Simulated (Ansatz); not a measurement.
A nudged elastic band was laid between two geometries of ClFH₄SSi₂ (9 atoms, charge 0, multiplicity 1).

Computed with Ansatz 0.2.0, RKS PBE0/6-31G*.

```json
{"movable images": "9", "climbing image": "yes", "spring": "5.0 eV/Å²", "optimiser": "quadratic models (default)", "start path": "IDPP", "force threshold": "0.05 eV/Å", "iteration limit": "60", "end points": "relaxed"}
```

Initial state:

```xyz
9
Properties=species:S:1:pos:R:3
F -2.013 -0.753 1.609
Si -1.386 0.254 0.521
Cl -1.270 2.126 1.364
Si 0.750 -0.509 -0.047
S 1.497 0.831 -1.554
H -2.330 0.345 -0.619
H 1.619 -0.539 1.163
H 0.642 -1.897 -0.582
H 2.580 0.095 -1.872
```

Final state:

```xyz
9
Properties=species:S:1:pos:R:3
F -1.930 -0.591 1.703
Si -1.243 0.207 0.486
Cl -0.799 2.115 1.139
Si 0.754 -0.816 -0.168
S 1.646 0.330 -1.753
H -2.245 0.345 -0.599
H 1.659 -0.967 1.006
H 0.489 -2.148 -0.774
H 1.757 1.479 -1.057
```

(1) Which bonds break or form, and what moves?

(2) Give the energies along the band, and the barrier.

(3) What is the geometry of the highest image?

(4) What are the harmonic wavenumbers there?

Results:

(1) No bond is made or broken. The dihedral H7–Si4–S5–H9 goes from 69 to -63°.

(2) The forces met the threshold. The highest image is number 4 of 0 to 10, 2.3 kJ/mol above the first end and 7.6 kJ/mol above the last; the last end lies 5.3 kJ/mol below the first. A vibrational analysis at the climbing image gives one clearly imaginary mode, 164i cm⁻¹: a first-order saddle point.

```tsv
image	path coordinate (Å)	energy (kJ/mol)	dihedral H7–Si4–S5–H9 (°)
0	0.00	0.0	69
1	0.26	0.3	56
2	0.52	1.0	42
3	0.78	1.9	28
4	1.04	2.3	13
5	1.29	1.9	-1
6	1.53	0.5	-16
7	1.78	-1.6	-29
8	2.03	-3.5	-42
9	2.28	-4.8	-53
10	2.52	-5.3	-63
```

(3) 
```xyz
9
Properties=species:S:1:pos:R:3
F -1.964 -0.619 1.734
Si -1.347 0.293 0.558
Cl -0.961 2.161 1.326
Si 0.641 -0.677 -0.206
S 1.412 0.546 -1.808
H -2.382 0.461 -0.493
H 1.649 -0.725 0.888
H 0.365 -2.067 -0.669
H 2.675 0.581 -1.346
```

(4) 164i, 36, 73, 155, 194, 255, 412, 478, 521, 575, 651, 759, 784, 826, 843, 912, 939, 2249, 2270, 2294, 2744 cm⁻¹.

Run time: 2.6 min on 2 threads of Arm Neoverse V1, on a shared host, peak memory 0.23 GiB.
